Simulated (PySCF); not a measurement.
A GIAO shielding run with PySCF 2.14 (density fitting, non-relativistic, gas phase) on `InChI=1S/C7H13NSi2/c1-4-6-7(3,5-2)8(9)10/h1-2H,6H2,3,9-10H3/t7-/m1/s1`:

```
$ OMP_NUM_THREADS=1 python probes_run.py task.json out

{"job": {"kind": "nmr", "xc": "PBE0", "basis": "pcSseg-1"}, "charge": 0, "multiplicity": 1}
C      2.087904     1.899266     1.336088
C      1.748904     1.337237     0.335763
C      1.308870     0.630758    -0.846403
C      0.253901    -0.445266    -0.490165
C     -0.162505    -1.198908    -1.763415
C      0.930604    -1.401178     0.379980
C      1.568798    -2.184104     1.022885
N     -0.918950     0.131364     0.158983
Si    -1.616521     1.588638    -0.477335
Si    -1.483461    -0.633120     1.615128
H      2.398851     2.401781     2.202415
H      2.168352     0.137934    -1.311609
H      0.883146     1.340008    -1.560070
H     -0.589561    -0.509481    -2.486535
H     -0.911949    -1.944212    -1.507398
H      0.695176    -1.699901    -2.208447
H      2.098192    -2.872388     1.611659
H     -1.628774     1.532572    -1.946620
H     -2.990358     1.647936     0.002989
H     -0.860676     2.773377    -0.055726
H     -1.646417    -2.069424     1.369624
H     -2.782126    -0.032772     1.903482
H     -0.556151    -0.403131     2.724807
```

Hardware: 1 thread of an Arm Neoverse N1, shared host. The job also computes population analyses, field gradients.

Question: How large is the calculation?

Answer: 90 electrons, 249 basis functions and 1329 auxiliary functions.

Question: How long does it take, and how much memory does it need?

Answer: 2.1 min of wall time, with 14 SCF cycles and 5 response iterations; peak memory 1.2 GiB. Times on a shared host scatter by some tens of per cent.
